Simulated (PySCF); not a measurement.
# Finite-field polarisability of C (carbon, neutral)

[He] 2s2 2p2, high-spin 3P determinant. All numbers are calculated (PySCF 2.14, no relativity, point nucleus, in aug-cc-pVTZ with one added diffuse shell each of s, p, d, f type (6s5p4d3f, 62 functions)). Frozen: 1s2. Energy changes in a uniform field (μhartree):

| axis | F (au) | HF | MP2 | CCSD | CCSD(T) |
| --- | --- | --- | --- | --- | --- |
| x | 0.0043 | -100.735 | -90.627 | -94.952 | -95.612 |
| x | 0.0086 | -403.049 | -362.858 | -380.030 | -382.672 |
| y | 0.004 | -99.983 | -99.365 | -99.419 | -100.026 |
| y | 0.008 | -400.336 | -397.985 | -398.238 | -400.687 |

By symmetry the remaining axis equals y.

(1) Derive α along x at CCSD(T) from the two fields.

(2) And the mean polarisability at each level?

Answers

(1) With ΔE = −αF²/2 − γF⁴/24, α = −(16 ΔE(F) − ΔE(2F))/(6F²) = 10.34 bohr³.

(2) The components xx, yy, zz at CCSD(T) are 10.34, 12.50, 12.50, the third axis being equal by symmetry to one of the two computed. Means: HF 11.96, MP2 11.54, CCSD 11.70, CCSD(T) 11.78 bohr³. Reference: 11.3 ± 0.4 bohr³ (recommended; Schwerdtfeger and Nagle, table of static dipole polarizabilities (2023 update)).
